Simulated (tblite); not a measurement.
Compound: C₇H₁₀F (doublet state).
Atom-mapped SMILES: `[CH3:1][C:2]1=[CH:3][C:4]([CH2:5][F:6])[CH2:7][CH2:8]1` (hydrogens: H9, H10, H11 on C1; H12 on C3; H13, H14 on C5; H15, H16 on C7; H17, H18 on C8)

Structure used (GFN2-xTB), in Å, numbered top down from 1:
```xyz
18
C7H10F angstrom
C      2.516   -0.778   -0.035
C      1.136   -0.264   -0.199
C     -0.038   -0.983   -0.197
C     -1.135   -0.164   -0.382
C     -2.557   -0.567   -0.430
F     -3.279   -0.004    0.620
C     -0.693    1.263   -0.509
C      0.839    1.194   -0.393
H      2.994   -0.331    0.839
H      3.128   -0.520   -0.902
H      2.516   -1.859    0.083
H     -0.096   -2.051   -0.075
H     -3.058   -0.210   -1.341
H     -2.675   -1.651   -0.335
H     -1.136    1.877    0.280
H     -1.013    1.693   -1.462
H      1.332    1.578   -1.290
H      1.211    1.784    0.449
```

Level: GFN2-xTB in tblite, geometry and Hessian alike; calculated harmonic values, unscaled, isolated species. The method is semi-empirical: single wavenumbers can be off by several per cent or more. One conformer, not necessarily the lowest. Open shells enter through the occupations alone, without spin polarisation, and single modes of such species can be off by tens of per cent.

Harmonic wavenumbers (cm⁻¹): 42.1, 91.1, 108.2, 131.3, 221.5, 257.6, 347.5, 402.6, 462.8, 592.2, 628.6, 791.5, 877.0, 892.2, 901.7, 927.2, 948.6, 959.2, 998.7, 1021.5, 1056.5, 1109.6, 1139.8, 1167.5, 1194.4, 1238.7, 1241.6, 1296.7, 1308.0, 1309.1, 1399.6, 1427.8, 1437.1, 1463.7, 1467.7, 1467.9, 1479.2, 1522.4, 2882.6, 2914.3, 2931.3, 2951.0, 2956.2, 2956.2, 2962.4, 2980.4, 3043.8, 3115.5.

A = 4909, B = 1143, C = 995.1 MHz; mass 113.077 u (most abundant isotopes); point group C1, symmetry number 1; spin multiplicity 2.

Problem. Zero-point energy?

Solution. Half the sum of the wavenumbers: 32512 cm⁻¹ = 92.96 kcal/mol.

Problem. What is S at 298.15 K and 1 bar for an ideal gas of classical rigid rotors and harmonic oscillators?

Solution. Translation 40.11, rotation 28.44, vibration 24.12, spin (R ln 2) 1.38: S = 94.1 cal/(mol K).

Problem. And Cp and H(298.15 K) − H(0)?

Solution. Cp = 32.74 cal/(mol K), of which vibrations give 24.79 (their classical limit is 48 R = 95.4); H(298.15 K) − H(0) = 6.08 kcal/mol without the zero-point energy, 3.71 from vibrations.

Problem. Blend soft modes into free rotors: weight 1/[1 + (100 cm⁻¹/ν̃)⁴] for the oscillator and the rest for a rotor with moment μB/(μ + B), μ = h/(8π²ν), B = 10⁻⁴⁴ kg m². What vibrational entropy results?

Solution. 22.03 cal/(mol K) in place of 24.12, which changes −T·S at 298.15 K by +0.63 kcal/mol.

Problem. How do the functions run with temperature in this model?

Solution. 
| T (K) | S (cal/(mol K)) | Cp (cal/(mol K)) | H − H(0) (kcal/mol) | G − H(0) (kcal/mol) | ln q(vib) |
| --- | --- | --- | --- | --- | --- |
| 100 | 68.9 | 17.0 | 1.24 | -5.64 | 1.58 |
| 200 | 82.9 | 24.2 | 3.30 | -13.27 | 3.80 |
| 300 | 94.3 | 32.9 | 6.14 | -22.14 | 5.92 |
| 500 | 115.4 | 50.9 | 14.59 | -43.13 | 10.15 |
| 800 | 143.7 | 69.0 | 32.81 | -82.11 | 16.51 |
| 1000 | 159.9 | 76.7 | 47.42 | -112.51 | 20.58 |

q(vib) and H(0) count from the zero-point level.

Problem. What must be added to the electronic energy to get the Gibbs energy at 298.15 K and 1 bar?

Solution. ZPE + [H(298.15 K) − H(0)] − T·S = 92.96 + 6.08 − 28.04 = 71.00 kcal/mol.

Hindered rotation and anharmonicity are outside this model. Other conformers, if any are populated, would add a mixing term that is left out. The structure is chiral; the term R ln 2 for an equal mix with its mirror image is left out.
